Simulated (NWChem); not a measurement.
Molecule: C$_{4}$H$_{2}$F$_{2}$O; SMILES Fc1ccc(F)o1

All runs: NWChem. Pople sets run with spherical d functions. The geometry was optimised at PBE0/def2-SVP. Level: M06-2X/6-31G* with COSMO at NWChem's default radii, gas-phase geometry; rows give the dielectric constant.

```csv
dielectric constant,electrostatic solvation energy (kcal/mol),dipole in solution (D)
1.5,…,…
2.4,-1.2,1.88
11.7,-2.0,2.05
37.5,-2.1,2.08
46.7,-2.1,2.08
```

**Question.** What belongs in the gaps?

**Answer.** 
- 1.5, electrostatic solvation energy (kcal/mol): -0.7
- 1.5, dipole in solution (D): 1.77
